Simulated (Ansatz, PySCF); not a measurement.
Molecule: InCl2, charge 1, multiplicity 1. It need not be the lowest isomer of its formula. 
Geometry from a B3LYP-D3(BJ)/def2-TZVP (Ansatz, a program for electronic structure) optimisation:
```
In
Cl 1 2.2242
Cl 1 2.2242 2 180.00
```
Charge +1, spin multiplicity 1.

Total electronic energies in hartree. Correlated levels leave the core frozen unless marked. No spin-orbit coupling. Frozen are the shells of the preceding noble gas and the d and f shells that filled before the atom's block. Past Kr the def2 sets carry scalar-relativistic core potentials. Basis-set limits of correlation are two-point, X^-3; Hartree-Fock from the larger set. The bracket is a focal-point correction in the basis named.

```json
[
 {"level": "RI-HF/def2-TZVPP", "program": "Ansatz", "energy (Eh)": "-1108.05733"},
 {"level": "BLYP-D3(BJ)/def2-TZVPD", "program": "Ansatz + dftd3", "energy (Eh)": "-1110.31647"},
 {"level": "BLYP/def2-TZVPD", "program": "Ansatz", "energy (Eh)": "-1110.31002"},
 {"level": "BHLYP/def2-TZVPD", "program": "Ansatz", "energy (Eh)": "-1110.27439"},
 {"level": "MN15/def2-TZVPD", "program": "PySCF", "energy (Eh)": "-1109.74182"},
 {"level": "MP2/def2-QZVPP", "program": "Ansatz", "energy (Eh)": "-1108.54032"},
 {"level": "MP2/def2-QZVPPD", "program": "Ansatz", "energy (Eh)": "-1108.54064"},
 {"level": "RI-MP2/CBS(def2-TZVPPD,def2-QZVPPD)", "program": "Ansatz", "energy (Eh)": "-1108.5691"},
 {"level": "SCS-MP2/def2-SVPD", "program": "Ansatz", "energy (Eh)": "-1108.05060"},
 {"level": "SCS-MP2/def2-QZVPP", "program": "Ansatz", "energy (Eh)": "-1108.53761"},
 {"level": "CCSD(T)/def2-SVP", "program": "Ansatz", "energy (Eh)": "-1108.06316"},
 {"level": "CCSD(T)/def2-QZVPPD", "program": "Ansatz", "energy (Eh)": "-1108.59373"},
 {"level": "RI-MP2/CBS(def2-TZVPPD,def2-QZVPPD)+[CCSD(T)-MP2]/def2-TZVPPD", "program": "Ansatz", "energy (Eh)": "-1108.6220"},
 {"level": "RI-MP2/CBS(def2-TZVPPD,def2-QZVPPD)+[CCSD(T)-MP2]/def2-QZVPPD", "program": "Ansatz", "energy (Eh)": "-1108.6222"},
 {"level": "CCSD(T)/CBS(def2-TZVPPD,def2-QZVPPD)", "program": "Ansatz", "energy (Eh)": "-1108.6227"}
]
```

Totals of different functionals don't rank their quality; only differences between species are comparable.
